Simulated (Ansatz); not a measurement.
Frontier orbitals of CH₆FGeNSi, SMILES `N=C[SiH2][GeH2][F]`.

Z-matrix (Å, degrees):
```
Si
C 1 1.900
Ge 1 2.389 2 108.4
H 1 1.488 2 110.6 3 120.3
H 1 1.488 2 110.1 3 -120.0
N 2 1.267 1 127.1 3 25.9
H 2 1.098 1 116.8 3 -155.1
F 3 1.761 1 103.9 2 -39.6
H 3 1.538 1 116.2 2 -154.9
H 3 1.538 1 114.6 2 74.3
H 6 1.023 2 112.5 1 -1.1
```

Total charge 0; spin multiplicity 1. Correlated methods include outer-core shells of Ge, which these sets cover unevenly. Scalar relativity is left out up to krypton. The structure was optimised at the PBE0-D4/def2-TZVP level. It is one conformer, not always the lowest. Basis def2-TZVPP, Ansatz.

Orbital energies of one run (eV). Highest occupied ones, from the top: -6.92, -8.23, -9.13, -9.37, -10.28, -11.25, -11.29, -11.55, -11.77, -12.29, -14.60, -15.99, -17.25, -25.11. Empty: -1.64, -1.42, -0.40, 0.08, 0.83, 1.03.

Which functional gave them?
A. ωB97M-V
B. PBE0
C. HSE06 (plane-wave form)
D. B97M-V

C. HOMO energies: HSE06 -6.92, B97M-V -6.40, ωB97M-V -9.61, PBE0 -7.32 eV.
